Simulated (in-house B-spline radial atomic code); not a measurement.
Zn⁺. Computed with a B-spline radial atomic code. Model: non-relativistic spherical atom: semilocal Troullier-Martins pseudo-atom, one channel per l, against all electrons, high spin, G0W0 and RPA with empty states to l = 8, local potential for every l without a channel, a model core (radius 0 = none) keeps its share of the functional.

What the tables leave out is listed at the end.

The pseudopotential gives back the lowest level of each angular momentum of its own functional in the configuration it was made in; a second state of the same l is only approximately right. Exact exchange, RPA and GW see the smooth pseudo-orbitals and miss the exchange with the core, for which the functional's share stands in. The column with an uncorrelated core keeps all orbitals and exact exchange, and so separates missing core correlation from pseudisation. Only the three outermost levels and the lowest empty one were computed. RPA here is direct RPA, with no exchange kernel, and its energies carry an (l + 1/2)⁻⁴ tail. A hybrid on a potential with a model core restores only its own semilocal share of the core's exchange.

Command:
```bash
python run_psgw.py task.json out
```
Settings (lengths in bohr, energies in hartree):
```
Z                      30
electrons              29
configuration          [Ar] 3d10 4s1
generated_in           [Ar] 3d10 4s1
functional             pbe,pbe
core_shells            4
radius_factor          0.8
core_correction        False
ion_configuration      [Ar] 3d10
```

Run time, properties included: 25 s on 1 thread of Intel(R) Xeon(R) 6975P-C (Granite Rapids), on a shared host.

Given: made with PBE; model core radius 0 bohr; local radius 0.648 bohr; mean-field start PBE.

Valence shells of the generating configuration: 3p, 3d, 4s.

Channel: s 1.614, p 0.477, d 1.349 (radii in bohr).

Computed: largest level miss in the spin-unpolarised generating configuration 0.001 eV; valence RPA correlation energy pseudo -1.3794 hartree; all-electron RPA polarisability, core included 13.603 bohr³; pseudo-atom RPA polarisability 13.579 bohr³; ionisation by mean-field all-electron 18.373 eV; ionisation by RPA all-electron 18.242 eV; ionisation by RPA pseudo minus all 1.142 eV.

| level | occupied | mean-field all-electron (eV) | mean-field pseudo minus all (eV) | G0W0 all-electron (eV) | G0W0 uncorrelated core minus all (eV) | G0W0 pseudo minus all (eV) | exchange self-energy all-electron (eV) | exchange self-energy pseudo (eV) |
| --- | --- | --- | --- | --- | --- | --- | --- | --- |
| 4s up | 1 | -14.226 | -0.007 | -18.383 | -0.066 | -0.853 | -13.346 | -13.411 |
| 4s down (empty) | 0 | -13.031 | 0.011 | -9.4789 | -0.062 | -0.844 | -3.1932 | -3.3 |

Q: What is the valence RPA correlation energy all-electron orbitals?

A: -1.2497 hartree.

Q: What is the ionisation by mean-field pseudo minus all?

A: 0.008 eV.

Given: mean-field start PBE0.

Computed: valence RPA correlation energy all-electron orbitals -1.1927 hartree; all-electron RPA polarisability, core included 12.026 bohr³; pseudo-atom RPA polarisability 11.333 bohr³; ionisation by mean-field all-electron 17.99 eV; ionisation by mean-field pseudo minus all 0.382 eV; ionisation by RPA pseudo minus all 1.185 eV.

```csv
level,occupied,mean-field all-electron (eV),mean-field pseudo minus all (eV),G0W0 all-electron (eV),G0W0 uncorrelated core minus all (eV),G0W0 pseudo minus all (eV),exchange self-energy all-electron (eV),exchange self-energy pseudo (eV)
4s up,1,-14.972,-0.32,-18.229,-0.062,-0.997,-13.086,-13.698
3d down,1,-22.777,0.323,-27.905,0.095,1.478,-52.383,-45.275
4s down (empty),0,-11.606,-0.268,-9.2215,-0.055,-0.781,-2.8604,-3.2654
```

Q: What is the valence RPA correlation energy pseudo?

A: -1.3284 hartree.

Q: What is the ionisation by RPA all-electron?

A: 18.107 eV.

Given: mean-field start Hartree-Fock.

Computed: valence RPA correlation energy all-electron orbitals -1.059 hartree; valence RPA correlation energy pseudo -1.2058 hartree; pseudo-atom RPA polarisability 7.6465 bohr³; ionisation by mean-field all-electron 16.569 eV; ionisation by RPA all-electron 17.756 eV; ionisation by RPA pseudo minus all 1.277 eV.

```csv
level,occupied,mean-field all-electron (eV),mean-field pseudo minus all (eV),G0W0 all-electron (eV),G0W0 uncorrelated core minus all (eV),G0W0 pseudo minus all (eV),exchange self-energy all-electron (eV),exchange self-energy pseudo (eV)
4s up,1,-16.672,-1.548,-17.768,-0.047,-1.265,-12.126,-14.544
3d down,?,?,?,?,?,?,?,?
3d up,1,-30.616,1.334,-28.647,0.097,1.23,-52.635,-45.375
4s down (empty),0,-7.368,-0.719,-8.7114,-0.031,-0.611,-1.7496,-2.8177
```

Q: What belongs in the row 3d down?

A: occupied: 1; mean-field all-electron (eV): -30.597; mean-field pseudo minus all (eV): 1.514; G0W0 all-electron (eV): -28.563; G0W0 uncorrelated core minus all (eV): 0.098; G0W0 pseudo minus all (eV): 1.372; exchange self-energy all-electron (eV): -52.986; exchange self-energy pseudo (eV): -45.544.

Q: What is the ionisation by mean-field pseudo minus all?

A: 1.476 eV.

Q: What is the all-electron RPA polarisability, core included?

A: 9.6963 bohr³.

Among the listed levels the largest G0W0 shift of the pseudo-atom is +1.48 eV, for 3d down on the PBE0 start, while leaving the core uncorrelated moves that level by +0.10 eV. So pseudisation and the lost core exchange, not the missing core correlation, make the error. Not in the tables (levels of low weight, unsolved or above zero; the highest and the empty levels are kept at any weight): on PBE the G0W0 levels 3d down (pseudo minus all +1.57 eV, weights 0.67 and 0.64), 3d up (pseudo minus all +1.11 eV, weights 0.62 and -0.73); on PBE0 the G0W0 levels 3d up (pseudo minus all +1.29 eV, weights 0.65 and 0.58).
